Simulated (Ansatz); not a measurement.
```yaml
crystal:
  periodic: [false, false, false]
  atoms:
    - {symbol: Au, position_ang: [0.359314, -0.633850, -1.413744]}
    - {symbol: Au, position_ang: [0.145272, 0.393600, 1.424841]}
    - {symbol: Au, position_ang: [-0.062079, 1.312104, 3.675971]}
    - {symbol: Au, position_ang: [-0.444346, -1.333355, -3.653577]}
    - {symbol: H, position_ang: [0.056162, -0.789003, 0.355969]}
    - {symbol: H, position_ang: [0.414200, -0.182695, -2.781884]}
    - {symbol: H, position_ang: [-0.805473, -2.562497, -5.313756]}
    - {symbol: H, position_ang: [-0.184527, 1.895883, 2.300868]}
    - {symbol: H, position_ang: [-0.124533, 1.287623, 5.195431]}
basis:
  gaussian: {orbitals: def2-TZVP}
total_charge: -2
magnetization: {spin_polarized: true, initial_magnetization: 1}
hamiltonian: {xc: {name: r2SCAN}}
scf: {omitted_lower_state_checks: [starts]}
output: {forces: true}
```

```sh
$ ansatz run in.yaml --threads 4 --pin off --events-out ev --progress --plain --max-ram 3916MiB
```

Output, abridged:

```
Functional definition: r2SCAN
1652 factors; their error is unknown
mean field evaluation 1: about -14848.8027 eV, gradient 5.6e1 eV
mean field evaluation 2: about -14793.0056 eV, gradient 1.1e2 eV
mean field evaluation 4: about -14860.6626 eV, gradient 1.8e1 eV
mean field evaluation 8: about -14862.4940 eV, gradient 5.1e-1 eV
mean field evaluation 16: about -14862.4799 eV, gradient 3.1e-2 eV
mean field evaluation 32: about -14862.4799 eV, gradient 9.8e-5 eV
mean field -14862.47992312 eV, -546.1860630239 hartree, gradient 6.5e-6 eV, S^2 0.756353; 0 other end points of the search recorded, 0 dependent functions left out
reference -14862.47995204 eV, -546.1860640867 hartree; 42, 41 occupied and 148, 149 virtual orbitals, 1652 factors
Total energy: -14862.47995204 eV, -546.1860640867 hartree
Atom 0 at     0.359314    -0.633850    -1.413744 Å, force     0.561264     0.140966     6.706338 eV/Å
Atom 1 at     0.145272     0.393600     1.424841 Å, force    -0.179050    -0.560042    -2.502250 eV/Å
Atom 2 at    -0.062079     1.312104     3.675971 Å, force    -0.031489     0.029191     3.689865 eV/Å
Atom 3 at    -0.444346    -1.333355    -3.653577 Å, force    -1.425168    -2.638663    -4.229711 eV/Å
Atom 4 at     0.056162    -0.789003     0.355969 Å, force     0.154916    -1.261351    -0.510220 eV/Å
Atom 5 at     0.414200    -0.182695    -2.781884 Å, force     0.690911     1.918882    -3.846065 eV/Å
Atom 6 at    -0.805473    -2.562497    -5.313756 Å, force     0.193129     1.064976     1.396868 eV/Å
Atom 7 at    -0.184527     1.895883     2.300868 Å, force     0.034119     1.461153    -3.293320 eV/Å
Atom 8 at    -0.124533     1.287623     5.195431 Å, force     0.001367    -0.155113     2.588495 eV/Å
Dipole moment:     0.250174     0.382073     0.487134 e Å
Checks for a lower state left out: starts
```

It took 27 s on 4 threads of Intel Xeon on a shared host.

In the def2 sets Au takes a core potential; there is no spin–orbit coupling. A multiply charged anion in the gas phase is held together partly by the finite basis. The highest occupied level of an anion often lies above zero with these methods, and sets without diffuse functions describe the outer electron poorly.

The dipole of an ion depends on the origin.
